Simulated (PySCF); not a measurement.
Si(H)2(SeH)2 (H4Se2Si), SMILES [SeH][SiH2][SeH]. The structure is a stationary point at PBE-D3(BJ)/def2-SVP. This is a generated structure with no PubChem entry under its InChIKey; it may be hypothetical. One conformer was computed; it need not be the lowest.

Computed equilibrium geometry at PBE-D3(BJ)/def2-SVP (PySCF confirms it by a frequency run) as Cartesian coordinates in Å, and its point group (one conformer of several):
point group C2.
```xyz
7

Si     0.0000     0.0000    -1.0039
Se     1.9376    -0.0265     0.2332
Se    -1.9376     0.0265     0.2332
H      0.1276    -1.2264    -1.8621
H     -0.1276     1.2264    -1.8621
H      1.5677     1.2146     0.9614
H     -1.5677    -1.2146     0.9614
```
Charge 0, spin multiplicity 1.
